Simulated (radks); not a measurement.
Task: All-electron atom: neutral cobalt in [Ar] 3d7 4s2 (the NIST ground configuration). All-electron calculation, non-relativistic Kohn-Sham, Slater X-alpha with alpha = 0.637, spin-polarised, spherical densities, point nucleus; open shells are filled with parallel spins first. Program: a radial shooting solver on a logarithmic mesh with Libxc functionals. Some entries of the table are withheld. Estimate them.

| orbital | occ. | eigenvalue (eV) | r(max) (bohr) |
|---|---|---|---|
| 1s up | 1 | -7488.052 | 0.03757 |
| 1s down | 1 | -7488.034 | 0.03757 |
| 2s up | 1 | -877.7167 | 0.2167 |
| 2s down | 1 | -875.9922 | 0.2166 |
| 2p up | 3 | -762.2242 | 0.1734 |
| 2p down | 3 | -760.9161 | 0.1733 |
| 3s up | 1 | -98.7451 | (1) |
| 3s down | 1 | -95.2880 | (2) |
| 3p up | 3 | -64.3862 | 0.6816 |
| 3p down | 3 | -60.9956 | 0.6827 |
| 3d up | 5 | -8.2900 | (3) |
| 3d down | 2 | -5.2683 | (4) |
| 4s up | 1 | -4.7279 | 2.316 |
| 4s down | 1 | -4.0884 | 2.433 |

Result: 
(1) 3s up r(max) (bohr): 0.6774
(2) 3s down r(max) (bohr): 0.6780
(3) 3d up r(max) (bohr): 0.6619
(4) 3d down r(max) (bohr): 0.6685
